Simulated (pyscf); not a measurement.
# H₃C–Mg–OH, singlet

Gas-phase minimum from PySCF at ωB97X-D3(BJ)/def2-SVP, one conformer. 

SMILES: [CH3][Mg][OH]
```xyz
7

C     -0.4736     1.8921    -0.9614
Mg    -0.1619    -0.1486    -0.6939
O      0.1059    -1.8850    -0.4642
H      0.4483     2.4769    -0.7956
H     -1.2331     2.2891    -0.2651
H     -0.8221     2.1277    -1.9823
H      0.2396    -2.8210    -0.3510
```
Charge 0, spin multiplicity 1.

Bonds (Å): C1–Mg2 2.082, C1–H4 1.104, C1–H5 1.104, C1–H6 1.104, Mg2–O3 1.772, O3–H7 0.952. Bond angles (°): Mg2–C1–H4 112.0, Mg2–C1–H5 112.0, Mg2–C1–H6 112.0, H4–C1–H5 106.8, H4–C1–H6 106.8, H5–C1–H6 106.8, C1–Mg2–O3 179.9, Mg2–O3–H7 179.1.

Properties at ωB97X-D3(BJ)/def2-SVP:

```
Quantity                                                                                                                                                                                              Result
---------------------------------------------------------------------------------------------------------------------  -------------------------------------------------------------------------------------
Harmonic wavenumbers, unscaled                                                                                         139, 139, 195, 196, 494, 590, 590, 836, 1176, 1439, 1439, 3046, 3140, 3140, 4093 cm⁻¹
Zero-point energy                                                                                                                                                                              29.5 kcal/mol
Rotational symmetry number                                                                                                                                                                                 3
Entropy of this conformer at 298 K and 1 atm, rigid rotor and harmonic oscillator, modes under 100 cm⁻¹ raised to 100                                                                        293.3 J/(mol K)
Dipole moment                                                                                                                                                                                         0.36 D
```

Single-point totals, which compare only within one level (frozen core for MP2 and CC):

| level | total energy (hartree) |
|---|---|
| ωB97X-D3(BJ)/def2-TZVP | -315.95824 |
| PBE/def2-TZVP | -315.63375 |
| r²SCAN/def2-TZVP | -315.80837 |
| B3LYP-D3(BJ)/def2-TZVP | -315.93397 |
| PBE0-D3(BJ)/def2-TZVP | -315.66127 |
| M06-2X/def2-TZVP | -315.82476 |
| ωB97M-D3(BJ)/def2-TZVP | -315.96581 |
| HF/def2-TZVPP | -314.74984 |
| MP2/def2-TZVPP | -315.38535 |
| CCSD/def2-TZVPP | -315.40753 |
| CCSD(T)/def2-TZVPP | -315.42586 |

Soft torsions are taken as harmonic, which can shift the entropy by several J/(mol K). The CCSD(T) − MP2 part came from Ansatz, without density fitting, on the same reference. The frozen core leaves the outer d or s,p core shells of the metals and heavy elements correlated in the MP2 and CC values, and def2-TZVPP describes them poorly, so these totals are far from the basis limit.
